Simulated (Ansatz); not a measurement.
Compare A (`BCC#CF`) with its isomer B (`FC1=CCB1`).

Program: Ansatz. Geometries: PBE0-D4/def2-TZVP. ΔE: electronic, gas phase. CCSD(T)/CBS adds triple-zeta CCSD(T) − MP2 to the extrapolated MP2 energy (def2 sets, frozen cores). DFT in def2-TZVPP. B3LYP here is the variant with VWN-RPA as its local correlation; programs differ in this.

Problem. Which is lower in electronic energy at CCSD(T)/CBS, and by how much? (Estimate.)

Solution. Ansatz gave: B, by 36.0 kcal/mol.

Problem. Give E(B) − E(A) in kcal/mol with CCSD(T)/def2-SVP, B2PLYP, B3LYP-D4, r2SCAN-D4, LDA (SPW92), B3LYP, MP2/def2-TZVPP. (An estimate is asked.)

Solution. The calculation gave: CCSD(T)/def2-SVP -35.8, B2PLYP -33.8, B3LYP-D4 -33.8, r2SCAN-D4 -39.7, LDA (SPW92) -44.7, B3LYP -33.2, MP2/def2-TZVPP -36.2. None reverses the order clearly.

Problem. Does the order hold for the free energy at 298.15 K (harmonic terms from PBE0-D4)? (Best estimate.)

Solution. The calculation gave: Yes: G(B) − G(A) = -31.5 kcal/mol.

Largest T1 diagnostic: 0.012.

Leaving LDA and LC-ωPBE aside and taking each functional with its dispersion term where it has one, the values, not all of them listed here, spread over 8.3 kcal/mol, from HSE06-D4 to BLYP-D4. LDA lies −5.0 kcal/mol from PBE without D4. From PBE to PBE0 (25 % exact exchange), in def2-TZVPP and without D4, E(B) − E(A) moves by −0.8 kcal/mol.
